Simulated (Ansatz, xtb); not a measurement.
# Relative energy of two isomers of BCl2FH2Si

Structure I is `FB[SiH](Cl)Cl`, a singlet and structure II is `FB(Cl)[SiH2]Cl`, a singlet. Both are isolated molecules in the gas phase, relaxed with B3LYP-D3(BJ)/def2-SVP; the shapes shown needn't be the lowest conformers.

I (Å):

```xyz
7

B     0.6392    0.6364    2.1318
Cl   -2.0688    0.2193    0.3779
Cl    0.6163    1.7179   -1.0843
F     1.8306    0.1423    1.8619
Si   -0.4670    1.5207    0.6739
H     0.2177    0.5061    3.2588
H    -1.0281    2.8521    1.0184
```

II (Å):

```xyz
7

B    -0.9237   -2.1768    2.5377
Cl   -1.8065   -3.4354    1.6910
Cl    1.8854   -3.5719    1.3195
F    -1.6206   -1.2920    3.2290
Si    1.1040   -2.0388    2.4899
H     1.6634   -2.1508    3.8664
H     1.5210   -0.7306    1.9110
```

**Question.** Estimate which is lower in electronic energy at CCSD(T)/def2-SVP + ΔMP2/def2-TZVPP, and by roughly how much.

**Answer.** The CCSD(T)/def2-SVP + ΔMP2/def2-TZVPP calculation puts structure II lower, by 0.087 eV.

The same difference at several levels:

```tsv
level	geometry	E(II) − E(I) (eV)	departure from the last row (eV)	job, with rough time for the two
GFN2-xTB	GFN2-xTB	+0.237	+0.324	optimisation, 0.68 s
HF/STO-3G	GFN2-xTB	+0.056	+0.143	single point, 0.76 s
r2SCAN-D4/def2-SVP	GFN2-xTB	−0.223	−0.136	single point, 4.5 s
B3LYP-D3(BJ)/def2-SVP	B3LYP-D3(BJ)/def2-SVP	−0.190	−0.103	optimisation, 2.9 min
HF/def2-SVP	B3LYP-D3(BJ)/def2-SVP	−0.103	−0.016	part of the CCSD(T) run
MP2/def2-SVP	B3LYP-D3(BJ)/def2-SVP	−0.242	−0.155	part of the CCSD(T) run
CCSD(T)/def2-SVP	B3LYP-D3(BJ)/def2-SVP	−0.254	−0.167	single point
CCSD(T)/def2-SVP + ΔMP2/def2-TZVPP	B3LYP-D3(BJ)/def2-SVP	−0.087		single point, 34 s
```

As drawn, II has 1 B–Cl, 1 Si–H in place of 1 Cl–Si, 1 B–H.

GFN2-xTB, HF/STO-3G put the two in the other order. The largest departure from CCSD(T)/def2-SVP + ΔMP2/def2-TZVPP is that of GFN2-xTB, 0.324 eV. The last row adds to CCSD(T) the change of the MP2 difference between the two basis sets, here +0.167 eV, a large step that makes the value less sure.

With harmonic frequencies from B3LYP-D3(BJ)/def2-SVP (ideal gas, rigid rotor, one conformer each, 298.15 K, 1 atm): on the last row, ΔE + ΔZPE = −0.113 eV. A mode under 50 cm⁻¹ makes harmonic enthalpies and free energies unreliable, so none is given.

The correlated steps freeze 17 core orbitals. Codes used: Ansatz 0.2.0, xtb 6.7.1; the last row on 1 thread of Intel(R) Xeon(R) Platinum 8259CL CPU @ 2.50GHz (Skylake/Cascade Lake) on a shared host.
